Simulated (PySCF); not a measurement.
# C₆ coefficients of unlike pairs at PBE0

Calculated with PySCF 2.14 from the dipole response of each species, C₆(A,B) = (3/π) ∫ α_A(iu) α_B(iu) du, in atomic units, from isotropic polarisabilities. For ions this is the dispersion term alone; charge-induced terms of lower order in 1/R come first.

```
species  configuration                                                                                              basis      relativity  α (bohr³)  C₆ (like pair)
     Kr      [Kr] (1S)                                                          aug-cc-pwCVDZ-PP with ECP10MDF (6s5p4d1f)  core potential      16.05           125.3
   Si²⁺  [Ne] 3s2 (1S)                                                                            dyall-av3z (19s12p3d2f)            none      11.91           40.98
   Ru²⁺  [Kr] 4d6 (5D)  aug-cc-pVTZ-PP with one added diffuse shell each of s, p, d, f, g type with ECP28MDF (7s7p6d4f3g)  core potential      8.209           43.87
    Cs⁺      [Xe] (1S)                                                                     aug-cc-pwCVTZ-X2C (11s10p8d4f)   spin-free X2C      15.99           136.7
```

Estimate C₆ for Ru²⁺ with Si²⁺.

The integral gives 38.51. The combination rule 2 C_A C_B / (C_A α_B/α_A + C_B α_A/α_B) gives 39.13 and the geometric mean 42.40.

No spin-orbit coupling is included.

The other pairs:

```csv
pair,C₆
"Si²⁺, Kr",69.13
"Cs⁺, Kr",130.7
"Cs⁺, Si²⁺",71.32
"Ru²⁺, Kr",72.83
"Cs⁺, Ru²⁺",76.61
```
